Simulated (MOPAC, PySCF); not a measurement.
HCl2Ga, SMILES `[Cl][GaH][Cl]`, neutral singlet in the gas phase. 

Z-matrix (Å, degrees):
```
Ga
H 1 1.5456
Cl 1 2.1439 2 122.42
Cl 1 2.1439 2 122.42 3 -180.00
```
Charge 0, spin multiplicity 1.

All levels are single points at this geometry (B3LYP-D3(BJ)/def2-TZVP); Pople sets use spherical d functions. Orbital energies aren't observables, and empty levels follow the basis.

PM3 in MOPAC gives dipole (D) = 3.72.

Estimate the dipole (D) from each of these levels: M06-2X/def2-TZVP in PySCF; B3LYP/6-311+G** (LANL2DZ on Ga) in PySCF; B3LYP/6-31G* in PySCF; B3LYP/LANL2DZ in PySCF; BP86/6-31G* in PySCF; SVWN5/6-31G* in PySCF; HF/3-21G in PySCF; PM6 in MOPAC.


```
level                                     dipole (D)
----------------------------------------  ----------
M06-2X/def2-TZVP in PySCF                       1.84
B3LYP/6-311+G** (LANL2DZ on Ga) in PySCF        2.16
B3LYP/6-31G* in PySCF                           1.89
B3LYP/LANL2DZ in PySCF                          2.46
BP86/6-31G* in PySCF                            1.78
SVWN5/6-31G* in PySCF                           1.81
HF/3-21G in PySCF                               2.99
PM6 in MOPAC                                    2.01
```
